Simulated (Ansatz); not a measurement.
Relaxation of the cluster K3Sn3I9 (charge 0, singlet) with RKS r2SCAN-D4/def2-SVP in Ansatz.

Positions (Å) and forces (eV/Å) at steps 22, 23, 24, 25, 27, 28 of 28:

```xyz
15
step=22 energy=-139424.5839 eV
K    -1.357    3.445   -0.861    0.030   -0.014    0.018
K    -3.477   -1.982    2.403   -0.010   -0.014   -0.021
K    -2.242   -2.564   -1.979    0.047   -0.002   -0.019
Sn    2.836    3.070    0.263   -0.061    0.024   -0.047
Sn    0.369   -0.048    1.419   -0.036   -0.004    0.009
Sn    2.499   -1.594   -1.844   -0.028    0.027   -0.025
I     0.735   -2.057   -4.074    0.031    0.001    0.074
I    -3.968   -4.346    0.187   -0.001    0.010    0.001
I     1.490    1.298   -1.845   -0.005    0.000    0.004
I    -0.482   -1.086    3.970    0.012    0.018    0.005
I     3.415    0.030    1.565    0.006   -0.032   -0.004
I    -2.698    0.383   -0.091    0.026    0.017    0.029
I     0.738   -2.939    0.044   -0.038    0.009   -0.014
I     0.551    3.115    2.138    0.036   -0.014   -0.027
I     1.592    5.274   -1.296   -0.009   -0.025    0.018
15
step=23 energy=-139424.5966 eV
K    -1.399    3.491   -0.733    0.035   -0.008    0.015
K    -3.453   -2.030    2.395   -0.004   -0.017   -0.014
K    -2.227   -2.494   -2.048    0.058   -0.001   -0.017
Sn    2.812    3.030    0.127   -0.050    0.059   -0.034
Sn    0.328   -0.052    1.430   -0.024    0.016   -0.005
Sn    2.565   -1.558   -1.695   -0.125    0.017    0.009
I     0.892   -2.130   -3.986   -0.013   -0.027   -0.033
I    -3.944   -4.314    0.101   -0.002    0.008   -0.003
I     1.362    1.277   -1.894    0.062   -0.023    0.068
I    -0.492   -1.043    4.007   -0.006    0.006    0.002
I     3.415   -0.063    1.430    0.005   -0.003    0.005
I    -2.711    0.404   -0.043    0.021    0.009    0.035
I     0.647   -2.912    0.068    0.031   -0.003   -0.009
I     0.662    3.107    2.154    0.019    0.001   -0.034
I     1.543    5.286   -1.313   -0.004   -0.035    0.015
15
step=24 energy=-139424.5490 eV rejected
K    -1.400    3.508   -0.623    0.024   -0.004    0.007
K    -3.442   -2.114    2.378    0.008   -0.021   -0.010
K    -2.128   -2.429   -2.099    0.029   -0.027   -0.025
Sn    2.829    3.109    0.032    0.065   -0.049    0.113
Sn    0.282   -0.046    1.466    0.065    0.049   -0.006
Sn    2.427   -1.573   -1.614    0.309   -0.132   -0.136
I     0.990   -2.275   -4.060   -0.138    0.062    0.142
I    -3.909   -4.288   -0.023   -0.011    0.013   -0.004
I     1.344    1.277   -1.827   -0.230    0.054   -0.247
I    -0.541   -0.988    4.058   -0.024   -0.007    0.020
I     3.396   -0.087    1.276    0.102    0.019    0.194
I    -2.698    0.411    0.036   -0.012    0.008    0.006
I     0.572   -2.943    0.183   -0.115   -0.006   -0.043
I     0.791    3.108    2.159   -0.044    0.056    0.002
I     1.488    5.328   -1.343   -0.028   -0.015   -0.015
15
step=25 energy=-139424.6066 eV
K    -1.387    3.474   -0.705    0.007   -0.005    0.005
K    -3.452   -2.099    2.385    0.012   -0.006   -0.007
K    -2.182   -2.475   -2.062    0.024   -0.005   -0.008
Sn    2.819    3.062    0.112    0.053   -0.029   -0.015
Sn    0.341   -0.021    1.451   -0.007   -0.034    0.016
Sn    2.498   -1.571   -1.694    0.048   -0.005   -0.021
I     0.878   -2.166   -4.022   -0.025    0.003    0.034
I    -3.960   -4.309    0.028   -0.004    0.004   -0.007
I     1.366    1.274   -1.878   -0.016   -0.003    0.007
I    -0.529   -1.005    4.019    0.005    0.007   -0.005
I     3.436   -0.054    1.428   -0.021    0.014   -0.005
I    -2.683    0.393    0.020    0.002    0.011    0.006
I     0.630   -2.915    0.105   -0.032    0.014    0.001
I     0.702    3.141    2.150   -0.030   -0.002    0.026
I     1.524    5.272   -1.337   -0.017    0.035   -0.027
15
step=27 energy=-139424.5969 eV rejected
K    -1.354    3.477   -0.654   -0.008    0.008   -0.027
K    -3.463   -2.201    2.389    0.019    0.025    0.002
K    -2.165   -2.462   -2.063    0.043    0.015   -0.051
Sn    2.834    3.044    0.101    0.056    0.059   -0.142
Sn    0.291    0.008    1.480    0.106   -0.024   -0.128
Sn    2.505   -1.568   -1.659    0.040    0.040   -0.051
I     0.885   -2.205   -3.985   -0.019    0.000    0.012
I    -3.997   -4.283   -0.051   -0.039   -0.049    0.006
I     1.347    1.263   -1.893   -0.005    0.005    0.040
I    -0.558   -1.028    4.009   -0.032   -0.016    0.097
I     3.476    0.012    1.351   -0.086   -0.039    0.046
I    -2.683    0.367    0.070    0.037    0.035    0.039
I     0.610   -2.880    0.137   -0.033    0.013    0.046
I     0.746    3.176    2.158   -0.071   -0.004    0.068
I     1.527    5.280   -1.390   -0.007   -0.068    0.042
15
step=28 energy=-139424.6105 eV
K    -1.380    3.480   -0.677   -0.007    0.003    0.000
K    -3.407   -2.168    2.365    0.005   -0.001    0.002
K    -2.160   -2.448   -2.076   -0.002    0.000   -0.008
Sn    2.825    3.055    0.078    0.004    0.001    0.012
Sn    0.323   -0.016    1.477    0.009    0.005    0.007
Sn    2.505   -1.571   -1.666    0.005    0.002   -0.001
I     0.878   -2.186   -3.989   -0.005    0.002    0.003
I    -3.993   -4.294   -0.047   -0.003    0.000   -0.004
I     1.341    1.259   -1.873   -0.006   -0.014   -0.008
I    -0.537   -1.000    4.048    0.000    0.002   -0.007
I     3.438   -0.037    1.400   -0.002   -0.004    0.006
I    -2.675    0.400    0.062    0.001    0.001    0.003
I     0.603   -2.895    0.127    0.002   -0.004    0.002
I     0.725    3.154    2.149    0.002    0.003   -0.003
I     1.513    5.265   -1.379   -0.002    0.005   -0.005
```

In the def2 sets I, Sn take a core potential; there is no spin–orbit coupling. Another isomer (singlet) lies 0.45 eV lower at PBE0-D4/def2-TZVP; other spin states weren't run for this one.
